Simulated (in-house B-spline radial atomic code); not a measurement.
Configurations of Cr IV (Cr3+), with energies counted from [Ar] 3d3. Level of theory: Dirac-Hartree-Fock, average of configuration, Fermi nucleus of rms radius 3.6452 fm; calculated with a radial B-spline atomic code at the basis-set limit. Energies include first-order Breit, QED and recoil terms.

Occupations are held fixed; configurations that lie above the ionisation limit could autoionise.

```csv
configuration,E - E(ref) (eV),highest orbital,its <r> (bohr)
[Ar] 3d2 4s1,11.636,4s1/2,2.398
[Ar] 3d2 4f1,33.024,4f5/2,4.4
[Ar] 3d2 6p1,37.354,6p3/2,8.495
[Ar] 3d2 5g1,38.058,5g9/2,6.871
[Ar] 3d2 7p1,40.33,7p3/2,12.49
[Ar] 3d2 7g1,42.323,7g9/2,15.87
[Ne] 3s2 3p5 3d3 4f1,80.203,4f5/2,4.387
[Ne] 3s2 3p5 3d3 6s1,83.339,6s1/2,7.727
[Ne] 3s2 3p5 3d3 5g1,85.254,5g9/2,6.87
[Ne] 3s2 3p5 3d3 7s1,86.849,7s1/2,11.51
[Ne] 3s2 3p5 3d3 6f1,87.839,6f5/2,11.78
```

Task: Order these further configurations by energy, lowest first.
A. [Ne] 3s2 3p5 3d3 4s1
B. [Ar] 3d2 7f1
C. [Ar] 3d2 5f1
D. [Ne] 3s2 3p5 3d3 7g1
E. [Ar] 3d2 6f1

Result: C (37.956 eV), E (40.65 eV), B (42.276 eV), A (58.731 eV), D (89.52 eV).

Task: How far above the reference does [Ne] 3s2 3p5 3d3 5f1 lie?

Result: 85.14 eV; its least bound orbital is 5f5/2 with <r> = 7.704 bohr.

Task: How far above the reference does [Ne] 3s2 3p5 3d3 7f1 lie?

Result: 89.468 eV; its least bound orbital is 7f5/2 with <r> = 16.62 bohr.

Task: How far above the reference does [Ar] 3d2 6s1 lie?

Result: 36.154 eV; its least bound orbital is 6s1/2 with <r> = 7.736 bohr.

Task: One of these lies 40.72 eV from the reference. Which?
A. [Ne] 3s2 3p5 3d3 6g1
B. [Ar] 3d2 7s1
C. [Ar] 3d2 6g1

Result: C.
